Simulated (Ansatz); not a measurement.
Pb3Se2F2. Total charge 0; singlet. Geometry PBE-D4/def2-SVP, basis def2-TZVP, Ansatz.

```xyz
7

Pb   -1.868    1.395   -0.063
Pb    1.235    0.274    1.022
Pb    0.011   -1.807   -1.474
Se   -1.296   -1.186    0.966
Se    0.419    0.991   -1.691
F     1.851   -1.712   -0.208
F    -0.353    2.045    1.448
```

| run | HOMO (eV) | LUMO (eV) |
| --- | --- | --- |
| A | -5.95 | -2.00 |
| B | -7.35 | -0.94 |
| C | -5.51 | -2.14 |
| D | -6.40 | -1.81 |
| E | -5.69 | -2.20 |
| F | -6.60 | -1.57 |

In the def2 sets Pb takes a core potential; there is no spin–orbit coupling. B3LYP takes the VWN-RPA correlation. The structure comes from a short search, and lower isomers may exist.

Q: The runs used B3LYP, BHLYP, BLYP, PBE, PBE0, r2SCAN. Estimate which is which.

A: A r2SCAN (0 % exact exchange); B BHLYP (50 % exact exchange); C BLYP (0 % exact exchange); D B3LYP (20 % exact exchange); E PBE (0 % exact exchange); F PBE0 (25 % exact exchange). Exact exchange lowers occupied and raises empty levels; among semilocal functionals meta-GGAs tend to open the gap a little, and such runs are hard to tell apart. The gap grows from 3.37 eV (BLYP) to 6.42 eV (BHLYP).
